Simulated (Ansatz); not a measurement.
Mulliken charges of C2H6GeS (`C[C](=S)[GeH3]`) from r2SCAN/def2-TZVPP in Ansatz (PBE0-D4/def2-TZVP geometry).

```
atom   x (Å)   y (Å)   z (Å)  charge (e)
  C1  -0.360   1.224  -0.714      -0.125
  C2  -0.500  -0.244  -0.493      -0.034
  S3  -1.504  -1.178  -1.345      -0.180
 Ge4   0.622  -1.032   0.930       0.142
  H5  -0.582   1.765   0.213       0.075
  H6  -1.017   1.577  -1.509       0.063
  H7   0.680   1.466  -0.963       0.075
  H8   0.368  -2.539   1.001       0.007
  H9   0.274  -0.352   2.268      -0.011
 H10   2.102  -0.738   0.615      -0.012
```

Problem. By hand: the dipole of these point charges (1 e Å = 4.8032 D).

Solution. Σ q r = (0.339, 0.257, 0.304) e Å, of length 0.523 e Å = 2.51 D.

Problem. How does the dipole of the full density compare? (An estimate is asked.)

Solution. Computed: (0.248, 0.340, 0.182) e Å, 2.20 D; the point charges give 1.14 times that, at 19° from its direction.

Point charges leave out the atoms' own dipoles, such as those of lone pairs, and Mulliken's split depends on the basis, so the two needn't agree.
